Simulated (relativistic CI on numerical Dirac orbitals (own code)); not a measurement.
**Hyperfine structure of Tc²⁸⁺, mass number 99**

Calculated at this level of theory: Dirac-Coulomb-Breit CI, KLI orbitals optimised for each configuration, a model potential for QED, unscaled Slater integrals (own radial code, finite nucleus).

CI space (outside the closed core [Ne]): 3s2 3p3, 3s 3p4, 3s2 3p2 3d, 3p5, 3s 3p3 3d, 3p4 3d, 3s 3p2 3d2, 3s2 3p 3d 4p, 3p4 4s, 3s 3p2 3d 4s, 3s2 3p2 4s, 3p4 4p, 3s2 3p 3d2, 3s2 3d3, 3s 3p 3d3, 3s2 3d2 4s, 3p3 3d2, 3p2 3d3, 3p2 3d2 4s, 3s2 3p 3d 4s, 3s 3p 3d2 4s, 3s2 3d 4s2, 3s 3p2 3d 4p, 3s 3p 3d2 4p, 3p2 3d2 4p, 3s 3p 3d 4s 4p. Double excitations out of closed p, d and f shells are left out; levels of such configurations are missing from the list, as are those of other unlisted configurations, and high levels can miss mixing partners.

Nuclear spin I = 9/2, μ = 5.678 μN, Q = -0.129 b (tables of Stone and Pyykkö). The electronic factors are computed for point nuclear moments, without core polarisation or the Bohr-Weisskopf and QED corrections.

```
          Level  E (cm⁻¹)  A (GHz)  B (GHz)
3s2 3p3 2D°_3/2    176588    8.625    -3.33
3s2 3p3 2D°_5/2    224224    77.67   0.0031
3s2 3p3 2P°_1/2    284064    228.1         
3s2 3p3 2P°_3/2    459904     42.2     8.41
  3s 3p4 4P_5/2    760616    159.1     -3.6
  3s 3p4 4P_1/2    878604      505         
  3s 3p4 2D_5/2   1033188    155.2      8.1
```

Levels with J = 0, under 50 % of one LS term, or S terms without an open s electron are left out. Small factors come from cancelling terms and can be off by tens of per cent or more.

At this charge energies of transitions that change n are usually good to better than 1 %, and those within a shell (Δn = 0) to a few per cent.

Q: Give the hyperfine levels of 3s2 3p3 2D°_5/2 relative to its centre of gravity.

A: With K = F(F + 1) − I(I + 1) − J(J + 1), E = AK/2 + B[¾K(K + 1) − I(I + 1)J(J + 1)]/[2I(2I − 1)J(2J − 1)]: F = 2: -1068, F = 3: -834.9, F = 4: -524.2, F = 5: -135.9, F = 6: 330.1, F = 7: 873.7 GHz.

LS names give the leading component of a level, which can be under half, so a name can repeat, a term be missing and a line seem to break the LS rules.
